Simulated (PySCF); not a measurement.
# Adding and removing an electron: CsRb

r²SCAN; basis Cs def2-SVP with ECP46, Rb def2-SVP with ECP28; scalar-relativistic core potentials; PySCF 2.14. Neutral (UKS): singlet (closed shell), Re = 4.613 Å, ωe = 46.4 cm⁻¹, De = 0.30 eV, HOMO -2.32 eV, LUMO -1.41 eV.

CsRb⁺ (UKS): doublet (σ ↑), Re = 5.218 Å, ωe = 34.1 cm⁻¹, De = 0.56 eV to Cs⁺ + Rb. The energies at the minima are -44.25496 hartree for CsRb and -44.12541 for CsRb⁺.

Work out the adiabatic ionisation energy, without and with harmonic zero-point energies (1 hartree = 27.2114 eV, 1 eV = 8065.5 cm⁻¹), and the change of the bond length.

At r²SCAN: 0.12955 hartree = 3.525 eV between the minima; the zero-point term (34.1 − 46.4)/2 cm⁻¹ = -0.001 eV makes it 3.524 eV. Re changes by +60.5 pm against the neutral. Minus the HOMO energy is 2.32 eV, -1.21 eV from the value between the minima; self-interaction puts the Kohn–Sham level too high, less so with exact exchange. The electron leaves a σ orbital, and the longer bond of the ion fits a bonding orbital, or a change in how ionic the bond is.

Closed-shell solutions of metal pairs were not tested for spin polarisation, which can lower them a little. Weak bonds: CsRb. Basis-set superposition, not corrected here, can be much of De in a small basis, most of all at correlated wavefunction levels. Spin–orbit coupling is left out. For an ion De counts to the pair picked by the measured ionisation energies or electron affinities, which need not be the lowest pair at this level. States were picked by a PBE0 search and need not be the measured ground states.
